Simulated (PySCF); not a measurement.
Si(F)(OH) (FHOSi), SMILES F[Si]O (connectivity only; charge and spin as stated), neutral, multiplicity 1.

Geometry optimised at B3LYP-D3(BJ)/def2-TZVP. The values are those of a single conformer.

Calculation: B3LYP-D3(BJ)/def2-TZVP (PySCF).

Frequencies are harmonic and unscaled.

Computed normal modes with their intensities:
```
mode  ν (cm⁻¹)  IR (km/mol)  moving atoms (share of kinetic energy)
----  --------  -----------  --------------------------------------
1          318         37.4         F 37 %, O 28 %, Si 19 %, H 17 %
2          496        158.2                          H 85 %, O 11 %
3          734         70.9                  H 55 %, O 22 %, F 20 %
4          819        224.2                 F 42 %, Si 39 %, H 13 %
5          887         97.4                 O 48 %, Si 38 %, H 13 %
6         3787         59.0                                  H 94 %
```
